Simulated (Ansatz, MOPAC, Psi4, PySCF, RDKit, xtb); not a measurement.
Noncovalent pair: CH3F (SMILES CF) (first 5 atoms) with C2H3F (SMILES C=CF); geometry from B3LYP-D3(BJ)/def2-TZVP, rigid monomers moved along the line of their centres of mass till F2···H9 is 2.69 Å.
(charge 0, multiplicity 1):
```
atom    x (Å)    y (Å)    z (Å)
----  -------  -------  -------
C      0.3677   0.6683  -0.2241
F     -1.0092   0.5520  -0.0261
H      0.5807   1.6753  -0.5837
H      0.8713   0.4874   0.7244
H      0.6732  -0.0702  -0.9659
C     -1.2895  -0.3238   3.5986
C     -0.1054  -0.3697   4.1720
F      1.0350  -0.1102   3.4894
H     -1.4122  -0.0765   2.5530
H     -2.1648  -0.5403   4.1934
H      0.1010  -0.6076   5.2069
```

```tsv
level	interaction energy (meV)	cost
MMFF94	-62.1	-
UFF	-28.2	-
GFN-FF	-111.3	-
AM1	-40.1	-
PM3	-48.0	-
PM6	-14.4	-
PM7	-47.3	-
GFN1-xTB	-70.3	-
GFN2-xTB	-94.9	-
HF/STO-3G (no counterpoise)	-25.9	-
HF/3-21G (no counterpoise)	-192.2	-
HF/6-31G*	-48.1	-
HF/6-31G* (no counterpoise)	-113.3	-
HF/aug-cc-pVDZ	-51.6	-
PBE/def2-TZVPPD	-61.1	×1
PBE-D3(BJ)/def2-TZVPPD	-86.7	×1
PBE-D4/def2-TZVPPD	-87.1	×1
BP86/6-31G* (no counterpoise)	-117.3	-
r2SCAN/def2-TZVPPD	-63.1	×2
r2SCAN-D3(BJ)/def2-TZVPPD	-76.2	×2
B3LYP/3-21G (no counterpoise)	-229.0	-
B3LYP/6-31G*	-47.7	-
B3LYP/6-31G* (no counterpoise)	-148.7	-
B3LYP/6-311+G** (no counterpoise)	-61.0	-
B3LYP/def2-TZVPPD	-45.0	×1
B3LYP-D3(BJ)/def2-TZVPPD	-81.8	×1
B3LYP-D4/def2-TZVPPD	-81.1	×1
PBE0/def2-TZVPPD	-61.9	×1
PBE0-D3(BJ)/def2-TZVPPD	-86.9	×1
PBE0-D4/def2-TZVPPD	-86.8	×1
M06-2X/6-31G* (no counterpoise)	-151.2	-
wB97X-V/def2-TZVPPD	-85.6	×3
wB97M-V/def2-TZVPPD	-80.4	×4
MP2/6-31G*	-58.4	-
MP2/6-31G* (no counterpoise)	-159.0	-
MP2/aug-cc-pVDZ	-75.5	-
SCS-MP2/aug-cc-pVDZ	-66.3	-
CCSD/aug-cc-pVDZ	-74.6	-
CCSD(T)/aug-cc-pVDZ	-78.8	×10
SAPT0/jun-cc-pV(D+d)Z	-84.4	-
```

The rows run from -229.0 (B3LYP/3-21G (no counterpoise)) to -14.4 meV (PM6). In aug-cc-pVDZ the value moves HF -51.6, MP2 -75.5, CCSD -74.6, CCSD(T) -78.8, a shift of -27.2 from HF to CCSD(T). The dispersion term adds -25.6 in PBE-D3(BJ), -26.0 in PBE-D4, -13.1 in r2SCAN-D3(BJ). The 6 functionals in def2-TZVPPD without D3 or D4 span 40.7, from wB97X-V to B3LYP.

Interaction energies are E(AB) − E(A) − E(B) at the monomers' geometry in the complex; basis-set methods are counterpoise corrected. Rows marked so take none. RDKit's UFF carries no charges.

Correlated levels freeze the cores. Rows in 3-21G, 6-311+G**, 6-31G*, STO-3G carry no dispersion term and start afresh at each structure (6-31G* with six Cartesian d functions). MP2/6-31G* freezes PySCF's default core. The state that AM1, PM3, PM6, PM7 reach isn't checked; PM7 holds dispersion and hydrogen-bond terms.

Programs: Ansatz (Gaussian orbitals); MOPAC for AM1, PM3, PM6, PM7 (differences of heats of formation); Psi4 for SAPT; PySCF for 3-21G rows, 6-311+G** rows, 6-31G* rows, STO-3G rows, the dispersion terms; RDKit for the force fields; xtb for the GFN methods. Each number belongs to the level named beside it.

Costs are rough ratios of core time to PBE/def2-TZVPPD (about 6 s over the structures, on one shared machine); a dash marks a level with no comparable run of its own.

Ansatz is an electronic-structure program.
